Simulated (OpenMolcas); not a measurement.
## neutral silicon: input and output

Input:

```
&GATEWAY
Coord
1

Si 0.0 0.0 0.0
Basis=ANO-RCC-VTZP
Group=XYZ
NoMove
AngMom=0.0 0.0 0.0
AMFI
&SEWARD
* reference wave functions (RASSCF and RASSI steps not shown): 2 electrons in 3 orbitals (3p)
>>> COPY JOB001 $Project.JobIph
&CASPT2
Multistate=3 1 2 3
Frozen=1 0
IPEA=0.25
Imaginary=0.1
MaxIter=60
WThr=0.0 0.3 0.05
PrWF=0.5
NoMix
>>> COPY JOB002 $Project.JobIph
&CASPT2
Multistate=6 1 2 3 4 5 6
Frozen=1 0
IPEA=0.25
Imaginary=0.1
MaxIter=60
WThr=0.0 0.3 0.05
PrWF=0.5
NoMix
```

Output, cut to the results:

```
--- CASPT2 ---
Orbital specifications:
      -----------------------

      Symmetry species                           1   2
                                                ag  au
      Frozen orbitals                            1   0
      Inactive orbitals                          2   3
      Active orbitals                            0   3
      Secondary orbitals                        12  13
      Deleted orbitals                           0   0
      Number of basis functions                 15  19
Type of calculation                        MS-CASPT2
      Fock operator                              state-specific
      IPEA shift                                 0.25
      Real shift                                 0.00
      Imaginary shift                            0.10
      The input orbitals will be transformed to quasi-canonical
Reference energy:        -289.4569408717
      E2 (Non-variational):      -0.0786520238
      Shift correction:          -0.0002795370
      E2 (Variational):          -0.0789315608
      Total energy:            -289.5358724325
      Residual norm:              0.0000000644
      Reference weight:           0.96147
      Contributions to the CASPT2 correlation energy
      Active & Virtual Only:         -0.0058912727
      One Inactive Excited:          -0.0385216980
      Two Inactive Excited:          -0.0342390531
Reference energy:        -289.4569408717
      E2 (Non-variational):      -0.0786520238
      Shift correction:          -0.0002795370
      E2 (Variational):          -0.0789315608
      Total energy:            -289.5358724325
      Residual norm:              0.0000000644
      Reference weight:           0.96147
      Contributions to the CASPT2 correlation energy
      Active & Virtual Only:         -0.0058912727
      One Inactive Excited:          -0.0385216980
      Two Inactive Excited:          -0.0342390531
::    CASPT2 Root  1     Total energy:   -289.53587243
::    CASPT2 Root  2     Total energy:   -289.53587243
::    CASPT2 Root  3     Total energy:   -289.53587243
::    MS-CASPT2 Root  1     Total energy:   -289.53587243
::    MS-CASPT2 Root  2     Total energy:   -289.53587243
::    MS-CASPT2 Root  3     Total energy:   -289.53587243
--- CASPT2 ---
Orbital specifications:
      -----------------------

      Symmetry species                           1   2
                                                ag  au
      Frozen orbitals                            1   0
      Inactive orbitals                          2   3
      Active orbitals                            0   3
      Secondary orbitals                        12  13
      Deleted orbitals                           0   0
      Number of basis functions                 15  19
Type of calculation                        MS-CASPT2
      Fock operator                              state-specific
      IPEA shift                                 0.25
      Real shift                                 0.00
      Imaginary shift                            0.10
      The input orbitals will be transformed to quasi-canonical
Reference energy:        -289.4177017066
      E2 (Non-variational):      -0.0895970161
      Shift correction:          -0.0004034889
      E2 (Variational):          -0.0900005050
      Total energy:            -289.5077022116
      Residual norm:              0.0000008370
      Reference weight:           0.95092
      Contributions to the CASPT2 correlation energy
      Active & Virtual Only:         -0.0128405600
      One Inactive Excited:          -0.0420116941
      Two Inactive Excited:          -0.0347447620
Reference energy:        -289.4177017066
      E2 (Non-variational):      -0.0895958933
      Shift correction:          -0.0004034824
      E2 (Variational):          -0.0899993757
      Total energy:            -289.5077010823
      Residual norm:              0.0000008375
      Reference weight:           0.95092
      Contributions to the CASPT2 correlation energy
      Active & Virtual Only:         -0.0128405593
      One Inactive Excited:          -0.0420116866
      Two Inactive Excited:          -0.0347436474
::    CASPT2 Root  1     Total energy:   -289.50770221
::    CASPT2 Root  2     Total energy:   -289.50770108
::    CASPT2 Root  3     Total energy:   -289.50754640
::    CASPT2 Root  4     Total energy:   -289.50725596
::    CASPT2 Root  5     Total energy:   -289.50764457
::    CASPT2 Root  6     Total energy:   -289.46615940
::    MS-CASPT2 Root  1     Total energy:   -289.50781809
::    MS-CASPT2 Root  2     Total energy:   -289.50773968
::    MS-CASPT2 Root  3     Total energy:   -289.50766265
::    MS-CASPT2 Root  4     Total energy:   -289.50745942
::    MS-CASPT2 Root  5     Total energy:   -289.50726048
::    MS-CASPT2 Root  6     Total energy:   -289.46606930
```

Levels above the lowest, from the spin-orbit matrix with the single-state CASPT2 energies, averaged by term, on its diagonal:

```
Configuration  Term  J  E (cm-1)  Measured (cm-1)      g  Term weight %
      3s2 3p2    3P  0       0.0              0.0                   100
      3s2 3p2    3P  1      67.6             77.1  1.501            100
      3s2 3p2    3P  2       197              223  1.501            100
      3s2 3p2    1D  2      6350             6299  1.000            100
      3s2 3p2    1S  0     15440            15394                   100
```

Against the 4 measured excited levels shown (NIST Handbook of Basic Atomic Spectroscopic Data) the mean absolute deviation is 31 cm-1; the largest miss in energy is 3s2 3p2 1D2: computed 6350, measured 6299 cm-1 (+0.7 %), and the largest in proportion 3s2 3p2 3P1 (-12.4 %).

CASPT2 does not keep the components of a term degenerate, so their means are used; among the terms shown or strongly mixed into the levels shown the widest spread is 98 cm-1 (3s2 3p2 1D). With the s shell closed, the reference lacks s² → p² mixing. Measured partners are found by configuration, term and J. A level has none where our copy of the source lacks it or the pairing is in doubt (some pairs that miss far off the trend of their configuration count as doubtful), and it then counts in no deviation. Only configurations of the active space appear.

The term weight is that of the spin-free term in the level, not the purity of its configuration.
